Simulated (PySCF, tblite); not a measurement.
Isomers of C5H4NO (doublet state). Level: GFN2-xTB in tblite, geometry and Hessian alike; calculated harmonic values, unscaled, isolated species. Against measured fundamentals such values can be off by several per cent, at times by over 20. One conformer each. Open shells enter through the occupations alone, without spin polarisation, and single modes of such species can be off by tens of per cent.

Electronic energies: B3LYP/pcH-1 single points on the GFN2-xTB geometries (PySCF, gas phase).

```tsv
SMILES	electronic energy, lowest = 0 (kcal/mol)
[H]/N=[C]/c1ccco1	0.0
C#CC1=CN[CH]O1	30.4
C=[C]c1cnco1	0.0
```

How do GFN2-xTB zero-point energies change the relative energies?

```csv
SMILES,ZPE (kcal/mol),of it from modes above 1550 cm⁻¹,electronic (kcal/mol),"with ZPE, lowest = 0 (kcal/mol)",lowest mode (cm⁻¹),rings
C=[C]c1cnco1,46.8,20.5,0.0,0.0,123,1
[H]/N=[C]/c1ccco1,47.4,21.3,0.0,0.6,137,1
C#CC1=CN[CH]O1,46.3,21.9,30.4,30.0,142,1
```

The zero-point energies span 1.1 kcal/mol, from `C#CC1=CN[CH]O1` to `[H]/N=[C]/c1ccco1`. The order is unchanged.

And how do the electronic energies of GFN2-xTB itself compare?

`C=[C]c1cnco1` 0.0; `[H]/N=[C]/c1ccco1` 0.4; `C#CC1=CN[CH]O1` 26.7 kcal/mol, lowest = 0. Against the energies above, taken from the same isomer `C=[C]c1cnco1`, the largest difference is 3.7 kcal/mol.

What do entropy and thermal enthalpy add at 298.15 K and 1 bar (rigid rotor, harmonic oscillator, one conformer each)?

| SMILES | point group | symmetry number | S (cal/(mol K)) | H − H(0) (kcal/mol) | ZPE + H − H(0) − TS (kcal/mol) |
| --- | --- | --- | --- | --- | --- |
| C=[C]c1cnco1 | Cs | 1 | 79.6 | 4.48 | 27.5 |
| [H]/N=[C]/c1ccco1 | C1 | 1 | 79.2 | 4.45 | 28.2 |
| C#CC1=CN[CH]O1 | C1 | 1 | 80.7 | 4.76 | 27.0 |

S holds R ln(2S + 1) for the spin.
